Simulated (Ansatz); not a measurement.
Cost and result up the ladder for AgGe₂ (3 atoms). Charge 0, multiplicity 2. Geometry: PBE-D4/def2-TZVP.

| atom | x (Å) | y (Å) | z (Å) |
| --- | --- | --- | --- |
| Ag1 | 1.431 | 0.516 | -0.083 |
| Ge2 | -0.859 | 0.301 | 1.041 |
| Ge3 | -0.572 | -0.817 | -0.958 |

Ansatz on 4 threads of Arm Neoverse V2 on a shared host. Times are rough, and most runs start from the orbitals of an earlier one. r2SCAN0-D4/def2-TZVP serves as the yardstick here, not as an exact answer. Differences are given only for rows in sets of like size (and for xTB, whose basis is part of the method), since another set adds its own error. Binding counts from free atoms at the same level (Ag doublet, Ge triplet; other spins of the atoms weren't run), without zero-point energy or a counterpoise term.

In the def2 sets Ag takes a core potential; there is no spin–orbit coupling. Correlated methods freeze 18 core orbitals; core or outer-core shells of Ag, Ge are correlated, in sets that lack core-valence functions. The rows differ in basis, and correlated rows in double-zeta sets carry the largest basis error. HOMO above LUMO, or a gap near zero within one spin, warns that the state may not be the lowest or that an electron is smeared out. The structure comes from a short search, and lower isomers may exist.

Correlated methods converge slowly with the basis, most of all in double-zeta sets.

```
                            level  functions  wall time
                     HF/def2-TZVP        136      3.3 s
                    MP2/def2-TZVP        136      3.8 s
                  PBE-D4/def2-SVP         95      3.8 s
                 PBE0-D4/def2-SVP         95        4 s
                 PBE-D4/def2-TZVP        136        6 s
                RPA@PBE/def2-TZVP        136        6 s
                PBE0-D4/def2-TZVP        136      6.5 s
                PBE-D4/def2-TZVPD        148      6.5 s
                 CCSD(T)/def2-SVP         95      8.5 s
               BHLYP-D4/def2-TZVP        136       11 s
             r2SCAN0-D4/def2-TZVP        136       12 s
                 B97M-V/def2-TZVP        136       15 s
             r2SCAN-D4/def2-TZVPD        148       16 s
r2SCAN-D4/def2-TZVP (with forces)        136       20 s
```

(1) Estimate what each level gives for the binding energy per atom (eV).

Results:

(1) 
```csv
level,binding energy per atom (eV),difference from r2SCAN0-D4/def2-TZVP (eV),remarks
HF/def2-TZVP,0.68,-1.05,–
MP2/def2-TZVP,1.78,0.05,–
PBE-D4/def2-SVP,1.89,–,gap within one spin near zero
PBE0-D4/def2-SVP,1.73,–,–
PBE-D4/def2-TZVP,1.92,0.19,–
RPA@PBE/def2-TZVP,1.56,-0.16,–
PBE0-D4/def2-TZVP,1.75,0.03,–
PBE-D4/def2-TZVPD,1.92,0.19,–
CCSD(T)/def2-SVP,1.53,–,–
BHLYP-D4/def2-TZVP,1.56,-0.17,–
r2SCAN0-D4/def2-TZVP,1.73,0.00,–
B97M-V/def2-TZVP,1.78,0.06,–
r2SCAN-D4/def2-TZVPD,1.88,0.15,–
r2SCAN-D4/def2-TZVP (with forces),1.87,0.14,–
```
